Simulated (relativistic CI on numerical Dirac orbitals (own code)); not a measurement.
## Mo²⁵⁺: sensitivity of the levels to the model

Base calculation: Dirac-Coulomb-Breit CI, orbitals from a KLI potential per configuration, a model potential for QED, unscaled Slater integrals.

CI space (outside the closed core [Ne]): 3s2.3p5, 3s.3p6, 3s2.3p4.3d, 3s.3p5.3d, 3p6.3d, 3s.3p4.3d2, 3s2.3p3.3d.4p, 3p6.4s, 3s2.3p4.4s, 3s.3p4.3d.4s, 3p6.4p, 3s2.3p4.4p, 3s2.3p4.4d, 3s.3p5.4s, 3p5.3d.4p, 3s2.3p4.4f, 3s.3p5.4p, 3s.3p5.4d, 3s.3p5.4f, 3s2.3p4.5s, 3s2.3p4.5p, 3s2.3p4.5d, 3s2.3p3.4s.4p, 3s2.3p4.5f, 3s2.3p4.5g, 3s.3p4.4s2, 3s.3p5.5s, 3s.3p5.5p, 3s2.3p3.3d2, 3s2.3p2.3d3, 3s.3p3.3d3, 3s2.3p2.3d2.4s, 3s2.3p2.3d2.4p, 3s2.3p2.3d2.4d, 3p5.3d2, 3p4.3d3, 3p4.3d2.4s, 3p4.3d2.4p, 3p4.3d2.4d, 3s2.3p3.3d.4s, 3s.3p3.3d2.4s, 3s2.3p2.3d.4s2, 3s2.3p2.3d.4s.4p, 3s2.3p2.3d.4s.4d, 3p5.3d.4s, 3p4.3d.4s2, 3p4.3d.4s.4p, 3p4.3d.4s.4d, 3s2.3p3.4s2, 3s.3p3.3d.4s2, 3s2.3p2.4s2.4p, 3s2.3p2.4s2.4d, 3s2.3p3.4p2, 3s2.3p2.3d.4p2, 3s.3p3.3d.4p2, 3s2.3p2.4s.4p2, 3s2.3p2.4p3, 3s2.3p2.4p2.4d. Double excitations out of closed p, d and f shells are left out; levels of such configurations are missing from the list, as are those of other unlisted configurations, and high levels can miss mixing partners. These lack a partner that the ground configuration has and come out too high: 3s2.3p4.4f, 3s.3p5.4p, 3s.3p5.4d, 3s.3p5.4f, 3s2.3p4.5s.

Variants: (1) P86 correlation estimate; (2) QED terms removed; (3) Breit term removed. Shifts of the energy above 3s2.3p5 2P°_3/2, in cm⁻¹, for the lowest level and the first level of each name with at least 55 % of one term (blank where a level changes its place among those of its configuration and J or its character, or is not in the variant):

```csv
Level,Base,Δ(1),Δ(2),Δ(3)
3s2.3p5 2P°_3/2,0,0,0,0
3s2.3p5 2P°_1/2,186859,+8,-367,+3056
3s.3p6 2S_1/2,787262,+1817,+2680,+1048
3s2.3p4.3d 4D_5/2,889398,+2109,+385,+3189
3s2.3p4.3d 4D_7/2,909719,+2107,+324,+4367
3s2.3p4.3d 4F_9/2,954473,+2104,+306,+4948
3s2.3p4.3d 4P_1/2,1017486,+2087,+540,+3612
3s2.3p4.3d 4D_1/2,1040974,+2113,+110,+4949
3s2.3p4.3d 2G_9/2,1163340,+2110,-51,+8378
3s2.3p4.3d 2S_1/2,1293453,+2066,+1033,+4221
3s.3p5.3d 4P°_1/2,1637393,+3721,+3688,+2462
3s.3p5.3d 4P°_3/2,1657082,+3724,+3586,+3432
3s.3p5.3d 4F°_7/2,1720402,+3727,+3618,+3925
3s.3p5.3d 4F°_9/2,1729023,+3725,+3620,+5389
```

At this charge energies of transitions that change n are usually good to better than 1 %, and those within a shell (Δn = 0) to a few per cent.

Ionisation energy from the two ground configurations alone: base 1321.46 eV; P86 correlation estimate 1323.31 eV; Breit term removed 1322.21 eV. The NIST ASD value (semi-empirical) is 1319.6 eV.

LS names give the leading component of a level, which can be under half, so a name can repeat, a term be missing and a line seem to break the LS rules.
